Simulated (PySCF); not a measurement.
Molfile (atoms numbered from 1):
```
C5H10B2Cl2
     RDKit          3D

 19 19  0  0  0  0  0  0  0  0999 V2000
    4.6216    6.3857    3.5932 Cl  0  0  0  0  0  0  0  0  0  0  0  0
    5.1740    4.7671    3.1690 B   0  0  0  0  0  0  0  0  0  0  0  0
    6.3254    3.9983    4.2462 Cl  0  0  0  0  0  0  0  0  0  0  0  0
    4.6044    4.0238    1.9133 C   0  0  2  0  0  0  0  0  0  0  0  0
    3.9922    4.9899    0.8924 C   0  0  0  0  0  0  0  0  0  0  0  0
    2.6213    5.5968    1.3583 B   0  0  0  0  0  0  0  0  0  0  0  0
    1.6860    4.7330    2.2704 C   0  0  0  0  0  0  0  0  0  0  0  0
    2.3662    3.6496    3.1092 C   0  0  0  0  0  0  0  0  0  0  0  0
    3.5513    2.9984    2.3992 C   0  0  0  0  0  0  0  0  0  0  0  0
    5.4410    3.4535    1.4713 H   0  0  0  0  0  0  0  0  0  0  0  0
    4.7075    5.7573    0.5574 H   0  0  0  0  0  0  0  0  0  0  0  0
    3.7231    4.4300   -0.0299 H   0  0  0  0  0  0  0  0  0  0  0  0
    2.2102    6.6325    0.8776 H   0  0  0  0  0  0  0  0  0  0  0  0
    0.9798    5.3356    2.8635 H   0  0  0  0  0  0  0  0  0  0  0  0
    1.0439    4.2566    1.4935 H   0  0  0  0  0  0  0  0  0  0  0  0
    1.6466    2.8706    3.4107 H   0  0  0  0  0  0  0  0  0  0  0  0
    2.7166    4.1011    4.0548 H   0  0  0  0  0  0  0  0  0  0  0  0
    3.1935    2.4350    1.5182 H   0  0  0  0  0  0  0  0  0  0  0  0
    4.0276    2.2606    3.0646 H   0  0  0  0  0  0  0  0  0  0  0  0
  1  2  1  0
  2  3  1  0
  2  4  1  0
  4  5  1  0
  5  6  1  0
  6  7  1  0
  7  8  1  0
  8  9  1  0
  9  4  1  0
  4 10  1  6
  5 11  1  0
  5 12  1  0
  6 13  1  0
  7 14  1  0
  7 15  1  0
  8 16  1  0
  8 17  1  0
  9 18  1  0
  9 19  1  0
M  END
```

Computed data (PySCF): σ from GIAO-PBE0/pcSseg-1, structure optimised with PBE0-D3(BJ)/def2-SVP. Non-relativistic Hamiltonian, single conformer, no solvent model, fast rotation and ring inversion assumed for equivalent nuclei.

Scale: $^{13}$C (σ = 184.41 ppm) and $^{1}$H (σ = 31.27 ppm) vs TMS; HCl for $^{35}$Cl (σ = 943.27 ppm); BF3·OEt2 for $^{11}$B (σ = 100.73 ppm) (reference shieldings calculated alike).

| atoms | nucleus | count | Hirshfeld charge | δ (ppm) |
| --- | --- | --- | --- | --- |
| B2 | $^{11}$B | 1 | 0.19 | 68.9 |
| H13 | $^{1}$H | 1 | -0.07 | ? |
| H18 | $^{1}$H | 1 | 0.04 | 1.72 |
| H15 | $^{1}$H | 1 | 0.05 | 0.62 |
| C7 | $^{13}$C | 1 | -0.14 | 29.5 |
| H17 | $^{1}$H | 1 | 0.02 | ? |
| H10 | $^{1}$H | 1 | 0.04 | ? |
| Cl1/Cl3 | $^{35}$Cl | 2 | -0.04 | 278 |
| H14 | $^{1}$H | 1 | 0.04 | 2.11 |
| C4 | $^{13}$C | 1 | -0.10 | ? |
| B6 | $^{11}$B | 1 | 0.15 | ? |
| C8 | $^{13}$C | 1 | -0.07 | 25.0 |
| H19 | $^{1}$H | 1 | 0.03 | 2.00 |
| H12 | $^{1}$H | 1 | 0.05 | 0.78 |
| C5 | $^{13}$C | 1 | -0.15 | 31.2 |
| H11 | $^{1}$H | 1 | 0.03 | 2.03 |
| C9 | $^{13}$C | 1 | -0.06 | ? |
| H16 | $^{1}$H | 1 | 0.04 | 1.68 |

Complete the table.

Answers


- C4: 38.0 ppm, sp3 CH bonded to B
- C9: 33.5 ppm, sp3 CH2 in a ring; a saturated carbon with 2 carbon neighbours and no heteroatom attached
- H13: 7.66 ppm, hydrogen on a boron bonded to 2 C, in a 6-membered ring
- H10: 2.01 ppm, hydrogen on an sp3 CH bonded to B
- H17: 1.24 ppm, hydrogen on an sp3 CH2 in a ring
- B6: 83.6 ppm, boron bonded to 2 C, H, in a 6-membered ring

Hydrogens on boron are broadened and split by $^{11}$B (spin 3/2, 80 %) and 10B (spin 3). A carbon bonded to boron is broadened by the quadrupolar boron nucleus and is often missing from a measured spectrum. Shifts are as computed. Against solution values, carbons near 30 ppm lie about +2 ppm off and those near 130 ppm about +5 ppm. Of 1211 compounds with measured shifts, 218 miss one by over three times the rms of a fit or turn the order of signals round; such compounds aren't used in these exercises.
